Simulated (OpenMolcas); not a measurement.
Bi I: effect of the active space

```json
{
  "Program": "OpenMolcas",
  "Method": "XMS-CASPT2 or its RAS form, IPEA 0.25 Eh, imaginary shift 0.1 Eh",
  "Basis": "ANO-RCC-VTZP",
  "Scalar Hamiltonian": "DKH2, point nucleus",
  "Spin-orbit coupling": "RASSI with atomic mean-field integrals over the reference wave functions, term energies averaged over their components"
}
```

A. 3 electrons in 3 orbitals (6p); 2S+1 = 4 odd, 1 root; 2S+1 = 2 odd, 8 roots; closed shells correlated: 5d 6s; CASPT2 step about 1.4 core-seconds
B. 5 electrons in 8 orbitals (6s 6p 7s 7p); 2S+1 = 4 odd, 1 root; 2S+1 = 2 odd, 8 roots; closed shells correlated: 5d; CASPT2 step about 3 core-seconds
C. 5 electrons in 9 orbitals (RAS2 6s 6p; RAS3 6d, at most 2 electrons); 2S+1 = 4 odd, 1 root; 2S+1 = 2 odd, 8 roots; closed shells correlated: 5d; CASPT2 step about 5 core-seconds

Energies in cm-1 above 6s2 6p3 4S* 3/2, the measured ground level; measured values from NIST Handbook of Basic Atomic Spectroscopic Data.

| Level | A | B | C | Measured |
| --- | --- | --- | --- | --- |
| 6s2 6p3 4S* 3/2 [66 %] | 0.0 | 0.0 | 0.0 | 0.0 |
| 6s2 6p3 2D* 3/2 [64 %] | 10510 | 10400 | 10660 | 11419 |
| 6s2 6p3 2D* 5/2 | 14310 | 14580 | 14560 | 15438 |
| 6s2 6p3 2P* 1/2 | 20770 | 21830 | 21550 | 21661 |
| 6s2 6p3 2P* 3/2 [66 %] | 29730 | 30190 | 30130 | 33165 |

Deviations, from unrounded energies. A percentage is the sum of absolute deviations over the sum of measured energies, with the sign that they share, or ± where signs differ.

| Against measurement | Levels | A | B | C |
| --- | --- | --- | --- | --- |
| mean absolute deviation (cm-1) | 4 | 1600 | 1300 | 1200 |
| other terms of the ground configuration (%) | 4 | -7.8 | ±6.1 | -5.9 |

B, C lie about equally close to measurement and A furthest from it. The largest miss of C in the table is 6s2 6p3 2P* 3/2 [66 %], by -3000 cm-1. The ranking rests on the paired levels alone, and a cruder setting can come out closer through cancelling errors.

The two smallest mean deviations differ by little beside CASPT2's spread within terms, so their order carries little weight.

Among A to C the level of the table that moves most is 6s2 6p3 2P* 1/2, by 1100 cm-1 (lowest in A, highest in B). Moves below CASPT2's spread within the term are not significant.

CASPT2 does not keep the components of a term degenerate, so their means are used; among the terms shown or strongly mixed into the levels shown the widest spread is 2000 cm-1 (6s2 6p3 2D*, A). Spin-orbit splittings of 6p shells tend to come out small when the coupling is added on scalar orbitals. With the s shell closed, the reference lacks s² → p² mixing (holds for A). Active for correlation alone: 7p 7s; no level in the range computed is led by a configuration that fills them, so any true level of that kind is missing (holds for B). Active for correlation alone: 6d; no level in the range computed is led by a configuration that fills it, so any true level of that kind is missing (holds for C). Measured partners are found by configuration, term and J. A level has none where our copy of the source lacks it or the pairing is in doubt (some pairs that miss far off the trend of their configuration count as doubtful), and it then counts in no deviation. Only configurations of the active space appear.

A share in square brackets marks a mixed level and gives the weight of the term that names it, the lowest over the columns. * marks odd parity.
